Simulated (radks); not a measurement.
Pt+, 77 electrons, occupied as [Xe] 4f14 5d9.

Method: scalar-relativistic Kohn-Sham, r2SCAN, spin-polarised, spherical densities, finite nucleus; open shells are filled with parallel spins first (spin-orbit coupling, left out, can overturn this in heavy ions); meta-GGA in the generalised Kohn-Sham scheme; Fermi nuclear charge, rms radius 5.427 fm; hard spherical wall at 15 bohr; computed with a radial shooting solver on a logarithmic mesh with Libxc functionals.

Energy parts (Ry):
part                       energy
total                 -36822.8565
kinetic                41049.5669
electron-nucleus      -91445.5918
Hartree                14282.3310
exchange-correlation    -709.1627

Orbitals (lengths in bohr, moments of r in powers of bohr; <r^-3> diverges for s and p1/2; r(90%) holds 90 % of the orbital's charge):
orbital  occ.  eigenvalue (Ry)  r(90%)   <1/r>  <r^-3>       <r^4>
1s down     1        -5769.999  0.0313   93.91       -   4.525e-07
1s up       1        -5769.998  0.0313   93.91       -   4.525e-07
2s up       1        -1016.194   0.112   22.03       -  0.00006663
2s down     1        -1016.187   0.112   22.03       -  0.00006663
2p up       3        -880.7045   0.106   19.67   24240  0.00005373
2p down     3        -880.6989   0.106   19.67   24240  0.00005373
3s up       1        -239.9437   0.274   8.177       -    0.002409
3s down     1        -239.9428   0.274   8.177       -    0.002409
3p up       3        -200.3078   0.281   7.473    5533    0.002639
3p down     3        -200.3063   0.281   7.473    5533    0.002639
3d up       5        -157.2067   0.264   7.030   689.8    0.002037
3d down     5        -157.2024   0.264   7.029   689.7    0.002037
4s up       1        -52.49159   0.595   3.488       -     0.05452
4s down     1        -52.48576   0.595   3.488       -     0.05453
4p up       3        -39.43611   0.640   3.158    1317     0.07273
4p down     3        -39.43109   0.640   3.157    1316     0.07273
4d up       5        -23.48854   0.698   2.825   143.4      0.1022
4d down     5        -23.48254   0.698   2.825   143.3      0.1021
5s up       1         -8.25326    1.37   1.407       -       1.552
5s down     1         -8.21198    1.37   1.410       -       1.541
4f up       7         -5.80506   0.833   2.388   27.08      0.2239
4f down     7         -5.79599   0.832   2.389   27.10      0.2222
5p up       3         -4.85847    1.61   1.192   211.5       2.960
5p down     3         -4.80623    1.61   1.195   212.9       2.939
5d up       5         -1.08463    2.55  0.8094   12.00       18.93
5d down     4         -1.02657    2.58  0.8061   11.94       20.01
6s up       0         -0.93532    3.94  0.4752       -       102.9
6s down     0         -0.90068    4.01  0.4666       -       110.2
6p up       0         -0.45227    5.58  0.3357   13.93       412.5
6p down     0         -0.43922    5.68  0.3284   12.88       443.3

The highest occupied level is 5d down at -13.967 eV. The pressure on the wall is 2.32e-09 GPa. The electron density at the nucleus is 2.116e+06 e/bohr^3 (large components only). The spin density at the nucleus is -5.965 e/bohr^3 (1s -0.010, 2s -0.960, 3s 0.243, 4s 1.521, 5s -6.759).
